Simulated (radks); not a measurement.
All-electron atom: Tc XXIII in [Ar] 3d3.

Method: Dirac Kohn-Sham, exchange-only PBE, spin-unpolarised, spherical densities, finite nucleus; open shells fill j = l - 1/2 first; Fermi nuclear charge, rms radius 4.4112 fm; computed with a radial shooting solver on a logarithmic mesh with Libxc functionals.

Energy parts (eV):
part                   energy
total             -108945.674
kinetic            113527.109
electron-nucleus  -245028.407
Hartree             25251.624
exchange            -2696.001

Orbitals (lengths in bohr, moments of r in powers of bohr; r(max) is where P^2 peaks):
orbital,occ.,eigenvalue (eV),<r^4>,<1/r>,r(max)
1s1/2,2,-21715.33,6.521e-06,44.71,0.02228
2s1/2,2,-3821.754,0.001158,10.26,0.1260
2p1/2,2,-3595.016,0.0007635,10.22,0.09797
2p3/2,4,-3475.769,0.0008569,9.709,0.1018
3s1/2,2,-1242.934,0.04246,3.829,0.3564
3p1/2,2,-1158.912,0.04000,3.757,0.3407
3p3/2,4,-1134.373,0.04329,3.634,0.3486
3d3/2,3,-997.1999,0.03225,3.502,0.2826
3d5/2,0,-991.9494,0.03301,3.470,0.2848

The highest occupied level is 3d3/2 at -997.20 eV. Summed over all electrons, <r^2> = 1.917 bohr^2, which gives a Langevin (diamagnetic) susceptibility term of -1.52 x 10^-6 cm^3/mol. The electron density at the nucleus is 1.003e+05 e/bohr^3. For comparison, the ionisation energy in NIST's Atomic Spectra Database is 1032 eV (theoretical). In exact Kohn-Sham theory the highest level is minus the ionisation energy, but local and semilocal functionals leave it too shallow, through self-interaction and a potential that decays too fast; potentials with the right tail come closer. The density falls to 0.001 e/bohr^3 at r = 1.11 bohr.

Beside tabulated values, note that spin-unpolarised runs miss the spin-polarisation part of the exchange energy of open shells.
